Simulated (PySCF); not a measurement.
Atoms are numbered as in `[CH:1]#[C:2][Si@@H:3]([F:4])[C:5]([F:6])([F:7])[F:8]` (H(Xn): hydrogen on atom n).

Geometry: PBE0-D3(BJ)/def2-SVP; GIAO shifts from PySCF, gas phase, non-relativistic, averaged over equivalent atoms.

At PBE0/pcSseg-0 (80 basis functions, 6.6 s wall time on 1 thread of an Arm Neoverse V1, shared host):
```tsv
atoms	δ (ppm)
C5	144.2
C1	114.9
C2	83.9
Si3	-41.4
F6/F7/F8	-85.9
F4	-242.7
H(Si3)	5.81
H(C1)	2.83
```

Chemical shifts δ = σref − σ; 13C (σref 193.52) and 29Si (σref 348.52) and 1H (σref 32.83) vs TMS; 19F (σref 178.37) vs CFCl3, all at this level.

Problem. Estimate the result of repeating the calculation with KT3/pcSseg-1.

Solution. 
```json
{"atoms": "C5", "δ at KT3/pcSseg-1": "127.8", "change": "-16.4"}
{"atoms": "C1", "δ at KT3/pcSseg-1": "93.8", "change": "-21.1"}
{"atoms": "C2", "δ at KT3/pcSseg-1": "70.8", "change": "-13.1"}
{"atoms": "Si3", "δ at KT3/pcSseg-1": "-43.8", "change": "-2.4"}
{"atoms": "F6/F7/F8", "δ at KT3/pcSseg-1": "-92.0", "change": "-6.1"}
{"atoms": "F4", "δ at KT3/pcSseg-1": "-213.5", "change": "+29.2"}
{"atoms": "H(Si3)", "δ at KT3/pcSseg-1": "4.71", "change": "-1.10"}
{"atoms": "H(C1)", "δ at KT3/pcSseg-1": "2.69", "change": "-0.14"}
```

δ = σ(ref) − σ, references computed at the same level: 13C (182.31 ppm), 29Si (365.51 ppm), 1H (31.32 ppm) against TMS; CFCl3 for 19F (149.45 ppm).

The largest change is at F4 (fluorine bonded to Si). Cost: 153 basis functions, 20 s wall time on 1 thread of an Arm Neoverse V1, shared host. The order of the carbon signals is the same at both levels.

Unscaled 19F shifts against computed CFCl3 carry errors that often reach 10 to 50 ppm.
